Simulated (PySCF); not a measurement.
Compound: C7H5PS.
Numbering: `[CH:1]#[C:2][c:3]1[p:4][cH:5][s:6][c:7]1[CH:8]=[CH2:9]`

Probes without a nucleus sit at each ring's centroid and 1 Å off its mean plane on both sides; NICS is minus the shielding there, NICSzz its component along the normal. Level: GIAO PBE0/pcSseg-1 (PySCF, non-relativistic, gas phase) on the GFN2-xTB geometry, one conformer.

Ring bond lengths (Å), with Mayer bond orders in brackets: C3–P4 1.783 (1.10), P4–C5 1.703 (1.46), C5–S6 1.712 (1.17), S6–C7 1.733 (1.16), C7–C3 1.379 (1.47).

Q: What do the NICS probes read (ppm)?

A: 
```
          ring                                                     type  NICS(0)  NICS(1), two faces  NICS(1)zz, two faces  rms pucker (Å)  centre to ring atoms, mean (Å)
C3–P4–C5–S6–C7  5-membered ring with P and S; formal bonds all aromatic     -9.9         -9.9 / -9.9         -20.2 / -20.2            0.00                            1.41
```

Q: What can be read from them?

A: 
- C3–P4–C5–S6–C7: mean NICS(1)zz -20.2 ppm, shielded.

Q: What does the geometric index give? HOMA = 1 − mean of α(R − Ropt)² over the ring bonds, with Krygowski's 1993 parameters (CC: Ropt 1.388 Å, α 257.7 Å⁻²; CP: Ropt 1.698 Å, α 118.91 Å⁻²; CS: Ropt 1.677 Å, α 94.09 Å⁻²).

A: 
- C3–P4–C5–S6–C7: HOMA 0.74; the largest term is that of C3–P4, α(R − Ropt)² = 0.86.

Q: At the first NICS(1) probe listed for ring C3–P4–C5–S6–C7, 1 Å off the ring, what do the in-plane components average?

A: The isotropic value is a third of the trace: (3 × -9.9 − (-20.2))/2 = -4.8 ppm.

Q: Give the inner angles of the rings and the Hirshfeld charges of the ring atoms.

A: 
- C3–P4–C5–S6–C7: C3 117.9° (-0.070 e), P4 92.4° (+0.088 e), C5 119.4° (-0.137 e), S6 95.3° (+0.143 e), C7 115.1° (-0.017 e); sum 540.0° against 540° for a flat convex ring.

Q: What are the shieldings of the ring atoms and their hydrogens in the same run (means over atoms taken as equivalent)?

A: 
```
  atoms                        environment  σ isotropic (ppm)
     C3        substituted aromatic carbon               41.9
     P4           phosphorus bonded to 2 C               57.4
     C5  aromatic CH next to a ring sulfur               18.0
     S6              thiophene-type sulfur              193.8
     C7        substituted aromatic carbon               17.0
H on C5                  aromatic hydrogen              23.18
```

Time: 30 s wall. Hardware: one thread, Arm Neoverse V1, on a shared host. This is the whole shielding run at PBE0/pcSseg-1, SCF included.

Conformer computed: `[CH:1]#[C:2][c:3]1[p:4][cH:5][s:6][c:7]1[CH:8]=[CH2:9]`: S6–C7–C8–C9 0°.
